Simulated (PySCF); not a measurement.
# Levels of Sn³⁹⁺ from EOM-EA-GCCSD

Reference: closed-shell Sn⁴⁰⁺, [Ne]; one electron is added. Calculated with PySCF 2.14, two-component X2C-1e with screened spin-orbit coupling, an even-tempered Gaussian basis (17 s from 4.6 bohr⁻², ratio 2.6; 13 p from 5.9 bohr⁻², ratio 2.6; 6 d from 6.1 bohr⁻², ratio 2.8; 3 f from 140 bohr⁻², ratio 2.8); frozen 1s2; the 52 highest virtual spinors dropped; of the others 44 kept and the rest restored at second order. No Breit or QED terms. Binding energies in eV.

```
level  Koopmans  second order  EOM-CCSD
3s1/2    2762.8        2763.5    2763.5
3p1/2    2673.1        2674.0    2674.0
3p3/2    2611.9        2612.8    2612.8
3d3/2    2495.9        2496.5    2496.5
3d5/2    2482.5        2483.2    2483.2
```

Electric-dipole lines between these computed levels:

| lower | upper | ΔE (eV) | vacuum wavelength (nm) |
| --- | --- | --- | --- |
| 3s1/2 | 3p1/2 | 89.515 | 13.85 |
| 3s1/2 | 3p3/2 | 150.73 | 8.225 |
| 3p1/2 | 3d3/2 | 177.49 | 6.985 |
| 3p3/2 | 3d3/2 | 116.28 | 10.66 |
| 3p3/2 | 3d5/2 | 129.62 | 9.565 |

For comparison, the ionisation energy of Sn³⁹⁺ is 2762.49 ± 0.08 eV (semi-empirical (NIST evaluation); NIST Atomic Spectra Database, ionization energies).

Only part of the computed levels is shown.
